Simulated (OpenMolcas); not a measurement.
What dynamic correlation does to the levels of Ne IV

* Program: OpenMolcas 26.06
* Basis: ANO-R3 [4s4p2d1f]
* Scalar Hamiltonian: X2C, finite nucleus
* Active space: 5 electrons in 4 orbitals (2s 2p)
* State averaging: 2S+1 = 4 odd, 1 root; 2S+1 = 2 odd, 8 roots; 2S+1 = 4 even, 3 roots; 2S+1 = 2 even, 6 roots
* Spin-orbit coupling: state interaction with AMFI integrals over the reference wave functions, term energies averaged over their components

Methods on the same reference wave functions:
A. CASSCF
B. SS-CASPT2, IPEA 0.25 Eh, imaginary shift 0.1 Eh (closed shells correlated: 1s)
C. XMS-CASPT2, IPEA 0.25 Eh, imaginary shift 0.1 Eh (closed shells correlated: 1s)

Energies in eV above 2s2 2p3 4S* 3/2, the measured ground level; measured values from Moore, Atomic Energy Levels, vol. I, NSRDS-NBS 35 (1971 reprint of NBS Circular 467, 1949).

```csv
Level,A,B,C,Measured
2s2 2p3 4S* 3/2,0.0000,0.0000,0.0000,0.0000
2s2 2p3 2D* 3/2,5.5874,5.248,5.246,
2s2 2p3 2D* 5/2,5.5913,5.252,5.249,
2s2 2p3 2P* 1/2,7.7680,7.855,7.854,
2s2 2p3 2P* 3/2,7.7694,7.856,7.854,
2s 2p4 4P 5/2,22.8638,22.836,22.691,22.7957
2s 2p4 4P 3/2,22.9325,22.905,22.759,22.8722
2s 2p4 4P 1/2,22.9730,22.946,22.800,22.9122
2s 2p4 2D 3/2,32.9899,31.733,31.652,
2s 2p4 2D 5/2,32.9901,31.733,31.652,
```

Deviations, from unrounded energies. A percentage is the sum of absolute deviations over the sum of measured energies, with the sign that they share, or ± where signs differ.

| Against measurement | Levels | A | B | C |
| --- | --- | --- | --- | --- |
| mean absolute deviation (cm-1) | 3 | 510 | 290 | 890 |
| other configurations (%) | 3 | +0.3 | +0.2 | -0.5 |

B lies closest to measurement on these levels and C furthest from it. The largest miss of B in the table is 2s 2p4 4P 5/2, by +330 cm-1. The ranking rests on the paired levels alone, and a cruder setting can come out closer through cancelling errors.

Between B and C the level of the table that moves most is 2s 2p4 4P 3/2, by 1200 cm-1 (lowest in C, highest in B). Moves below CASPT2's spread within the term are not significant.

The mean deviations of B to C differ by less than CASPT2's widest spread within a term (780 cm-1), so their order carries little weight.

From A to B the spin-free energies of the other terms of 2s2 2p3 shown, above 4S*, scale by factors of 0.94 to 1.01.

The lowest spin-free term lies below A's lowest term by 0.127 hartree in B, 0.127 hartree in C.

CASPT2 does not keep the components of a term degenerate, so their means are used; among the terms shown or strongly mixed into the levels shown the widest spread is 780 cm-1 (2s 2p4 2D, C). Measured partners are found by configuration, term and J. A level has none where our copy of the source lacks it or the pairing is in doubt (some pairs that miss far off the trend of their configuration count as doubtful), and it then counts in no deviation. Levels of configurations outside the active space are missing. The table leaves out levels that lie high or whose names do not pair safely across all columns.

* marks odd parity.
